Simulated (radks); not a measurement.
Results of a calculation; reference values are marked as such.
Excited configurations of the ytterbium ion Yb4+: one electron is placed in a higher orbital outside [Kr] 4d10 4f12 5s2 5p5. The ground configuration is [Xe] 4f12. Level of theory: scalar-relativistic Kohn-Sham, r2SCAN, spin-unpolarised, spherical densities, finite nucleus; meta-GGA in the generalised Kohn-Sham scheme; Fermi nuclear charge, rms radius 5.3108 fm (a radial shooting solver on a logarithmic mesh with Libxc functionals). Excitation = E - E(ground); binding = E(ion) - E, where the ion is the core of charge +5; n* = 5/sqrt(2 binding) in atomic units, and the quantum defect is n - n*.

5d: excitation (eV) 36.917; binding (eV) 45.507; n* 2.734; quantum defect 2.266
5f: excitation (eV) 61.101; binding (eV) 21.324; n* 3.994; quantum defect 1.006
6s: excitation (eV) 42.499; binding (eV) 39.926; n* 2.919; quantum defect 3.081
6p: excitation (eV) 50.146; binding (eV) 32.278; n* 3.246; quantum defect 2.754
6f: excitation (eV) 68.543; binding (eV) 13.881; n* 4.950; quantum defect 1.050
7s: excitation (eV) 60.384; binding (eV) 22.040; n* 3.928; quantum defect 3.072
7p: excitation (eV) 63.775; binding (eV) 18.649; n* 4.271; quantum defect 2.729
7d: excitation (eV) 68.170; binding (eV) 14.254; n* 4.885; quantum defect 2.115

The Delta-SCF ionisation energy is 82.424 eV. Self-interaction in the functional shifts the binding energies and quantum defects, so they are the method's values and not measured ones. Spin polarisation and multiplet splitting are left out, so open shells lie too high by an amount that depends on their filling. Spin-orbit splitting is averaged out at the scalar-relativistic level.
